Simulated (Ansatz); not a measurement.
Cost and result up the ladder for Si(iPr)Cl3 (C₃H₇Cl₃Si) (14 atoms). Charge 0, multiplicity 1. Geometry: PBE-D4/def2-SVP.

Cartesian coordinates in Å:
```
Si -0.926 -1.244 0.495
C -0.166 0.435 0.100
C -0.065 0.650 -1.419
C 1.184 0.604 0.815
H -0.897 1.162 0.524
H -1.051 0.558 -1.917
H 0.620 -0.090 -1.882
H 0.336 1.662 -1.639
H 1.597 1.617 0.625
H 1.091 0.474 1.912
H 1.925 -0.136 0.447
Cl -2.766 -1.463 -0.435
Cl -1.202 -1.464 2.537
Cl 0.321 -2.766 -0.164
```

Ansatz; hardware A = 2 threads of AMD EPYC 7R13 on a shared host and a share (18 GiB) of an NVIDIA H100 80GB HBM3; B = 2 threads of AMD EPYC 7R13 on a shared host. Times are rough, and most runs start from the orbitals of an earlier one. CAM-B3LYP-D4/def2-TZVP serves as the yardstick here, not as an exact answer. Differences are given only for rows in sets of like size (and for xTB, whose basis is part of the method), since another set adds its own error. Binding counts from free atoms at the same level (Si triplet, C triplet, H doublet, Cl doublet; other spins of the atoms weren't run), without zero-point energy or a counterpoise term.

LC-ωPBE has ω = 0.4 bohr⁻¹. B3LYP takes the VWN-RPA correlation. Correlated methods freeze 23 core orbitals. The rows differ in basis, and correlated rows in double-zeta sets carry the largest basis error.

Correlated methods converge slowly with the basis, most of all in double-zeta sets.

| level | functions | binding energy per atom (eV) | difference from CAM-B3LYP-D4/def2-TZVP (eV) |
| --- | --- | --- | --- |
| CCSD(T)/def2-SVP [A] | 149 | 3.71 | – |
| PBE-D4/def2-TZVP [A] | 283 | 3.98 | 0.08 |
| HF/6-31G [B] | 93 | 2.62 | – |
| PBE0-D4/def2-TZVP [A] | 283 | 3.94 | 0.04 |
| PBE-D4/def2-SVP [B] | 149 | 4.00 | – |
| r2SCAN-D4/def2-TZVP [A] | 283 | 3.94 | 0.03 |
| PBE0-D4/def2-SVP [B] | 149 | 3.96 | – |
| BHLYP-D4/def2-TZVP (with forces) [A] | 283 | 3.82 | -0.09 |
| B3LYP-D4/6-31G [B] | 93 | 3.64 | – |
| CAM-B3LYP-D4/def2-TZVP [A] | 283 | 3.91 | 0.00 |
| MP2/def2-TZVP [A] | 283 | 3.86 | -0.05 |
| LC-ωPBE/def2-TZVP [A] | 283 | 3.89 | -0.02 |

Task: Estimate how long each takes.

Result: HF/6-31G [B] 1.1 s; B3LYP-D4/6-31G [B] 2.4 s; PBE-D4/def2-SVP [B] 2.5 s; PBE0-D4/def2-SVP [B] 4 s; CAM-B3LYP-D4/def2-TZVP [A] 12 s; PBE0-D4/def2-TZVP [A] 14 s; BHLYP-D4/def2-TZVP (with forces) [A] 15 s; MP2/def2-TZVP [A] 15 s; r2SCAN-D4/def2-TZVP [A] 16 s; LC-ωPBE/def2-TZVP [A] 17 s; CCSD(T)/def2-SVP [A] 18 s; PBE-D4/def2-TZVP [A] 18 s. On shared hardware such times vary by a factor of up to 3.
